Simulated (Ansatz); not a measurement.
Ansatz (a quantum-chemistry and plane-wave program) input (CCSD(T)/STO-3G):

Ansatz 0.2 input:
```yaml
crystal:
  periodic: [false, false, false]
  atoms:
    - {symbol: C, position_ang: [-0.36244185, -1.24728259, -0.94461907]}
    - {symbol: C, position_ang: [-0.36901182, -0.15469117, 0.07324632]}
    - {symbol: C, position_ang: [-1.05163425, 1.10711289, -0.46495155]}
    - {symbol: C, position_ang: [-1.07680005, -0.62973278, 1.34965177]}
    - {symbol: O, position_ang: [0.97283835, 0.12716190, 0.51868353]}
    - {symbol: C, position_ang: [1.86994975, 0.61044752, -0.46081852]}
    - {symbol: H, position_ang: [0.29291996, -2.09647195, -0.80411154]}
    - {symbol: H, position_ang: [-1.09327089, -1.28021455, -1.74056505]}
    - {symbol: H, position_ang: [-0.59263301, 1.45087392, -1.39196840]}
    - {symbol: H, position_ang: [-2.10350774, 0.90361820, -0.67064554]}
    - {symbol: H, position_ang: [-0.99146792, 1.90722340, 0.27371798]}
    - {symbol: H, position_ang: [-2.11502386, -0.88854871, 1.14128120]}
    - {symbol: H, position_ang: [-1.05072343, 0.16368674, 2.09903227]}
    - {symbol: H, position_ang: [-0.56851957, -1.50504893, 1.75309065]}
    - {symbol: H, position_ang: [1.88774491, -0.02848150, -1.35059552]}
    - {symbol: H, position_ang: [1.63267077, 1.63424034, -0.76976109]}
    - {symbol: H, position_ang: [2.85873308, 0.60670481, -0.00399686]}
basis:
  gaussian:
    orbitals: STO-3G
magnetization: {spin_polarized: true, initial_magnetization: 1}
correlation: {method: ccsd_t, electrons: outside_noble_gas}
```

End of the output:

```
integrals: 0.02 GiB planned
585 factors; integrals over basis functions are off by at most 3.6e-5 eV
0.10 GiB of device memory are held for the factors and their scratch space
mean field: 0.15 GiB planned
mean field evaluation 1: about -7268.7107 eV, gradient 1.8e1 eV
mean field evaluation 2: about -7269.1367 eV, gradient 1.8e1 eV
mean field evaluation 4: about -7271.6989 eV, gradient 1.7e0 eV
mean field evaluation 8: about -7271.7370 eV, gradient 6.7e-5 eV
mean field evaluation 16: about -7271.2817 eV, gradient 1.7e0 eV
mean field -7271.73395629 eV, -267.2312939353 hartree, gradient 1.2e-6 eV, S^2 0.765696; 0 other end points of the search recorded, 0 dependent functions left out
6 core orbitals not correlated
reference -7271.73395629 eV, -267.2312939353 hartree; 19, 18 occupied and 16, 17 virtual orbitals, 585 factors
second order -7.49782892 eV of doubles, -0.00000000 eV of singles
coupled cluster: 0.20 GiB planned
cycle   1  -9.14933445 eV  change    -1.7e0 eV  update   9.3e-2
cycle   2  -9.90651926 eV  change   -7.6e-1 eV  update   3.5e-2
cycle   3  -9.98762719 eV  change   -8.1e-2 eV  update   9.7e-3
cycle   4  -9.99700986 eV  change   -9.4e-3 eV  update   4.1e-3
cycle   5  -9.99861097 eV  change   -1.6e-3 eV  update   1.5e-3
cycle   6  -9.99875617 eV  change   -1.5e-4 eV  update   5.2e-4
cycle   7  -9.99864236 eV  change    1.1e-4 eV  update   2.4e-4
cycle   8  -9.99870506 eV  change   -6.3e-5 eV  update   9.0e-5
cycle   9  -9.99874331 eV  change   -3.8e-5 eV  update   4.7e-5
cycle  10  -9.99872332 eV  change    2.0e-5 eV  update   1.7e-5
perturbative correction -0.08994323 eV, -0.0033053526 hartree
Total energy: -7281.82262284 eV, -267.6020455926 hartree
```

It need not be the lowest isomer of its formula.
